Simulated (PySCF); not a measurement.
Input of a run (PBE0-D3(BJ)/def2-SVP geometry optimisation, gas phase (PySCF 2.14.0)), started from a GFN2-xTB structure with every atom displaced at random (by about 0.01 Å):
```
{"job": {"xc": "PBE0", "basis": "def2-SVP", "d3": "d3bj", "grid": 1, "shake": 0.01, "kind": "geom"}, "charge": 0, "multiplicity": 1}
C      2.270630    -1.717320     0.629160
C      1.169240    -1.255740     0.324050
C     -0.095720    -0.686620    -0.041290
C     -0.070250     0.269100    -1.251080
Si    -0.440550     1.137320     0.370670
C     -2.228310     1.489210     0.717900
N     -3.316950     1.707060     0.943100
H      3.194400    -2.099660     0.876930
H     -0.895540    -1.389980     0.043170
H     -0.898460     0.088450    -1.952750
H      0.842730     0.411760    -1.724900
H      0.508470     2.018150     1.056010
```

Output (energies in Eh, forces in Eh/bohr):
```
step   0  E = -536.96948366  max force = 0.078210
step   1  E = -536.97682585  max force = 0.009856
step   2  E = -536.97769446  max force = 0.005799
step   3  E = -536.97819427  max force = 0.002481
step   4  E = -536.97832540  max force = 0.001626
step   5  E = -536.97836852  max force = 0.000618
step   6  E = -536.97837601  max force = 0.000283
optimisation converged
```

Task: Summarise the run.

Result: The energy falls by 0.242 eV over 7 energy and gradient evaluations, the largest force component goes from 0.0782 to 2.8e-04 Eh/bohr, and the atoms move by 0.045 Å rms after alignment. The bond that changes most is C4–H11 (sp3 carbon bound to silicon to methylene hydrogen), which lengthens by 0.057 Å. Bonds longer at the end by more than 0.005 Å: 6 of 12; shorter: 5. Among the angles that change most is C4–C3–H9, from 118.8° to 115.1°. The energy never rose by more than 1e-6 Eh on the way. The first step brought 83 % of the lowering.

Task: What are the final bond lengths?

Result: C1≡C2 1.213 Å, C2–C3 1.433 Å, C3–C4 1.549 Å, C4–Si5 1.846 Å, Si5–C6 1.837 Å, C6≡N7 1.161 Å, C3–Si5 1.879 Å, C1–H8 1.074 Å, C3–H9 1.098 Å, C4–H10 1.095 Å, C4–H11 1.095 Å, Si5–H12 1.474 Å. Numbering counts from 1 in the input's order; the species is `C#C[C@@H]1C[Si@H]1C#N`.

The run used 127 basis functions and 53 SCF cycles in all.

Not checked by PBE0-D3(BJ)/def2-SVP frequencies.
